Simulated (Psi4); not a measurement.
Psi4 input (wB97X-D/6-311+G**):

```
memory 1500 MB

molecule {
-1 1
C     2.35252700   -0.61456600   -0.21027400
Si    0.88043700    0.63761200   -0.34942900
B    -0.85068200    0.02424500    0.18107900
C    -2.03370300    1.04320600    0.54905100
C    -1.31155700   -1.50583000    0.03190000
H     2.76154200   -0.68684300    0.80270800
H     3.17747400   -0.36257700   -0.88368400
H     1.99787900   -1.61072100   -0.49352500
H     1.35048900    1.90715100    0.32225700
H    -2.88420900    0.96612400   -0.14580700
H    -2.44032600    0.79688700    1.54176700
H    -1.72582000    2.09253500    0.57762100
H    -0.52051800   -2.18833900   -0.29305200
H    -1.67881100   -1.87608500    1.00115600
H    -2.15400500   -1.62279200   -0.66689200
symmetry c1
no_reorient
no_com
}

set {
  basis 6-311+G**
  reference rks
  scf_type df
  df_basis_scf def2-universal-jkfit
  dft_radial_points 99
  dft_spherical_points 590
  e_convergence 1e-8
  d_convergence 1e-7
  maxiter 150
}

e = energy('wb97x-d')
print_out(f'\nFINAL {e:.10f} DIPOLE {variable("CURRENT DIPOLE")[0]:.6f} {variable("CURRENT DIPOLE")[1]:.6f} {variable("CURRENT DIPOLE")[2]:.6f}\n')
```

From the output:

```
    One-Electron Energy =                -997.7850938585563654
    Two-Electron Energy =                 395.9686463213294587
    DFT Exchange-Correlation Energy =     -31.4674009994279160
    Empirical Dispersion Energy =          -0.0063325379559267
    VV10 Nonlocal Energy =                  0.0000000000000000
    Total Energy =                       -434.6886639597202588

Computation Completed

Properties will be evaluated at   0.000000,   0.000000,   0.000000 [a0]

Properties computed using the SCF density matrix

 Multipole Moments:

 ------------------------------------------------------------------------------------
     Multipole            Electronic (a.u.)      Nuclear  (a.u.)        Total (a.u.)
 ------------------------------------------------------------------------------------

 L = 1.  Multiply by 2.5417464519 to convert [e a0] to [Debye]
 Dipole X            :         -0.4003888            0.0000094           -0.4003794
 Dipole Y            :         -0.8939133           -0.0000132           -0.8939265
 Dipole Z            :          0.5941480           -0.0000000            0.5941480
 Magnitude           :                                                    1.1456090

 ------------------------------------------------------------------------------------

FINAL -434.6886639597 DIPOLE -0.400379 -0.893927 0.594148

*** Psi4 exiting successfully. Buy a developer a beer!
```

The dipole moment of an ion depends on the origin.

The geometry given is a B3LYP-D3(BJ)/def2-TZVP minimum.
